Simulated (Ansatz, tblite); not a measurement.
Removing and adding an electron: Sn(SiH3)H3 (SiSnH₆). The state is a singlet with charge 0. Geometry: PBE-D4/def2-TZVP. Ansatz, gas phase; energy differences of separate SCF runs; the oxidised species was run as a doublet alone; the reduced species was run as a doublet alone.

```csv
atom,x (Å),y (Å),z (Å)
Sn1,-0.393,0.785,0.891
Si2,0.416,-0.830,-0.943
H3,-0.110,-2.207,-0.687
H4,1.911,-0.883,-0.963
H5,-0.066,-0.373,-2.283
H6,0.072,0.225,2.450
H7,-2.107,0.931,0.867
H8,0.278,2.353,0.667
```

In the def2 sets Sn takes a core potential; there is no spin–orbit coupling. The xTB rows come from tblite. Correlated methods freeze 9 core orbitals; core or outer-core shells of Sn are correlated, in sets that lack core-valence functions. In CCSD on the charge -1 doublet the largest single amplitude is 0.18, so its Hartree–Fock determinant may place the open shell otherwise than the density functionals do.

Q: Estimate orbital energies and vertical ionisation energies and electron affinities at: GFN1-xTB; GFN2-xTB; HF/def2-TZVPD; HF/def2-TZVPP; PBE-D4/def2-TZVP; PBE-D4/def2-TZVPD; r2SCAN-D4/def2-TZVP; r2SCAN-D4/def2-TZVPD; PBE0-D4/def2-TZVP; PBE0-D4/def2-TZVPD; MP2/def2-TZVPD; MP2/def2-TZVPP; CCSD/def2-TZVPD; CCSD/def2-TZVPP; CCSD(T)/def2-TZVPD; CCSD(T)/def2-TZVPP.

A: 
| level | −HOMO (eV) | vertical IE (eV) | −LUMO (eV) | vertical EA (eV) | HOMO–LUMO gap (eV) | IE − EA (eV) | remarks |
| --- | --- | --- | --- | --- | --- | --- | --- |
| GFN1-xTB | 11.46 | 14.09 | 6.32 | – | 5.13 | – | – |
| GFN2-xTB | 10.54 | 13.28 | 6.07 | 3.32 | 4.47 | 9.96 | – |
| HF/def2-TZVPD | – | – | – | -1.56 | – | – | HOMO above zero (-1 doublet) |
| HF/def2-TZVPP | – | 9.32 | – | – | – | – | – |
| PBE-D4/def2-TZVP | 6.96 | 9.85 | 0.97 | – | 6.00 | – | – |
| PBE-D4/def2-TZVPD | 6.97 | – | 1.11 | -0.52 | 5.86 | – | HOMO above zero (-1 doublet) |
| r2SCAN-D4/def2-TZVP | 7.21 | 9.92 | 0.57 | – | 6.64 | – | – |
| r2SCAN-D4/def2-TZVPD | 7.21 | – | 0.66 | -0.70 | 6.56 | – | HOMO above zero (-1 doublet) |
| PBE0-D4/def2-TZVP | 8.00 | 10.00 | 0.14 | – | 7.86 | – | – |
| PBE0-D4/def2-TZVPD | 8.01 | – | 0.36 | -0.70 | 7.65 | – | HOMO above zero (-1 doublet) |
| MP2/def2-TZVPD | – | – | – | -1.05 | – | – | HOMO above zero (-1 doublet) |
| MP2/def2-TZVPP | – | 10.11 | – | – | – | – | – |
| CCSD/def2-TZVPD | – | – | – | -1.02 | – | – | HOMO above zero (-1 doublet) |
| CCSD/def2-TZVPP | – | 10.05 | – | – | – | – | – |
| CCSD(T)/def2-TZVPD | – | – | – | -0.95 | – | – | HOMO above zero (-1 doublet) |
| CCSD(T)/def2-TZVPP | – | 10.07 | – | – | – | – | – |

   A HOMO above zero means that the electron is unbound at that level or that self-interaction error raises the level; the energy of removing that electron tells which. Raw xTB energy differences between charge states are shifted by several eV; the methods need an empirical correction for them. A negative affinity means that the extra electron isn't bound; its size then hangs on the basis.
